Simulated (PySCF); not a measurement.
C₇H₁₀O₂S.
Numbering: `[CH2:1]=[CH:2][C@H:3]1[CH2:4][CH:5]=[CH:6][S:7](=[O:8])(=[O:9])[CH2:10]1`

Structure used (GFN2-xTB), in Å, numbered top down from 1:
```xyz
20
C7H10O2S angstrom
C      2.991   -0.138    0.506
C      2.014    0.052   -0.360
C      0.553    0.006   -0.011
C     -0.106    1.356   -0.316
C     -1.580    1.402   -0.076
C     -2.367    0.361    0.115
S     -1.747   -1.318    0.071
O     -2.638   -2.104   -0.739
O     -1.506   -1.760    1.419
C     -0.152   -1.109   -0.768
H      2.790   -0.344    1.544
H      4.027   -0.101    0.215
H      2.232    0.253   -1.402
H      0.441   -0.212    1.057
H      0.370    2.129    0.295
H      0.080    1.627   -1.362
H     -2.005    2.400   -0.074
H     -3.427    0.431    0.280
H      0.382   -2.053   -0.697
H     -0.357   -0.868   -1.807
```

NICS = −σ at a ghost point: NICS(0) at the centroid of the ring atoms, NICS(1) 1 Å to either side along the normal of their mean plane, zz for the tensor component along that normal. Level: GIAO PBE0/pcSseg-1 (PySCF, non-relativistic, gas phase) on the GFN2-xTB geometry, one conformer.

Ring bond lengths (Å), with Mayer bond orders in brackets: C3–C4 1.533 (0.99), C4–C5 1.494 (1.06), C5–C6 1.319 (1.86), C6–S7 1.790 (0.87), S7–C10 1.815 (0.88), C10–C3 1.521 (0.97).

Question: Give the NICS values of each ring in ppm.

Answer: 
```csv
ring,type,NICS(0),"NICS(1), two faces","NICS(1)zz, two faces",rms pucker (Å),"centre to ring atoms, mean (Å)"
C3–C4–C5–C6–S7–C10,"6-membered ring with S; formal bonds 1 double, 5 single",-1.4,-2.1 / -2.0,1.8 / 3.0,0.25,1.53
```

Question: What do they say, and how far can they be read as aromaticity?

Answer: 
- C3–C4–C5–C6–S7–C10: mean NICS(1)zz 2.4 ppm, near zero. C3, C4, S7, C10 have four or more neighbours, so the value isn't read as a sign of a π ring current.

Question: At the first NICS(1) probe listed for ring C3–C4–C5–C6–S7–C10, 1 Å off the ring, what do the in-plane components average?

Answer: The isotropic value is a third of the trace: (3 × -2.1 − (1.8))/2 = -4.1 ppm.
